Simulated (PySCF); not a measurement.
A calculated (BP86, PySCF 2.14, x2c-SVPall, the spin-free X2C one-electron Hamiltonian (Gaussian nucleus)) atom or ion has these occupied shells.

```json
{"shell": "1s α", "electrons": "1", "orbital energy (eV)": "-10952.7", "rms radius, mean of both spins (bohr)": "0.0542"}
{"shell": "1s β", "electrons": "1", "orbital energy (eV)": "-10952.6", "rms radius, mean of both spins (bohr)": "0.0542"}
{"shell": "2s α", "electrons": "1", "orbital energy (eV)": "-1371.9", "rms radius, mean of both spins (bohr)": "0.227"}
{"shell": "2s β", "electrons": "1", "orbital energy (eV)": "-1371.9", "rms radius, mean of both spins (bohr)": "0.227"}
{"shell": "2p α", "electrons": "3", "orbital energy (eV)": "-1199.5", "rms radius, mean of both spins (bohr)": "0.203"}
{"shell": "2p β", "electrons": "3", "orbital energy (eV)": "-1199.5", "rms radius, mean of both spins (bohr)": "0.203"}
{"shell": "3s α", "electrons": "1", "orbital energy (eV)": "-168.36", "rms radius, mean of both spins (bohr)": "0.670"}
{"shell": "3s β", "electrons": "1", "orbital energy (eV)": "-168.30", "rms radius, mean of both spins (bohr)": "0.670"}
{"shell": "3p α", "electrons": "3", "orbital energy (eV)": "-115.62", "rms radius, mean of both spins (bohr)": "0.702"}
{"shell": "3p β", "electrons": "3", "orbital energy (eV)": "-115.55", "rms radius, mean of both spins (bohr)": "0.702"}
{"shell": "3d α", "electrons": "5", "orbital energy (eV)": "-29.402", "rms radius, mean of both spins (bohr)": "0.834"}
{"shell": "3d β", "electrons": "5", "orbital energy (eV)": "-29.260", "rms radius, mean of both spins (bohr)": "0.834"}
{"shell": "4s α", "electrons": "1", "orbital energy (eV)": "-12.137", "rms radius, mean of both spins (bohr)": "2.27"}
{"shell": "4s β", "electrons": "1", "orbital energy (eV)": "-10.844", "rms radius, mean of both spins (bohr)": "2.27"}
{"shell": "4p α", "electrons": "2", "orbital energy (eV)": "-4.323", "rms radius, mean of both spins (bohr)": "3.01"}
```

Question: Name the element and its charge.

Answer: Ge (germanium, neutral), in [Ar] 3d10 4s2 4p2, high-spin 3P determinant.
